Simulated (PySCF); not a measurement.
**Name the molecule from its bond curve**

A diatomic of charge 0 contains Ge. Its singlet curve at M06-L in a triple-zeta basis (no relativity, PySCF), in eV from the separated fragments:

R (Å), E (eV) and a bar:
```
    1.400     -4.915 ##############################
    1.465     -6.042 ##############
    1.530     -6.673 #####
    1.579     -6.908 #
    1.628     -6.988 
    1.677     -6.949 #
    1.742     -6.762 ###
    1.823     -6.380 #########
    1.921     -5.796 #################
    2.051     -4.927 ##############################
```

The fit gives ωe = 992 cm⁻¹ and the rotational constant Bₑ = 0.4798 cm⁻¹.

Q: Which atom is the partner?

A: The minimum lies at 1.635 Å, so the reduced mass is 16.8576 u Å² cm⁻¹/(Bₑ·Re²) = 13.14 u. With Ge at 73.92 u the partner weighs about 16.0 u: O. The molecule is GeO.
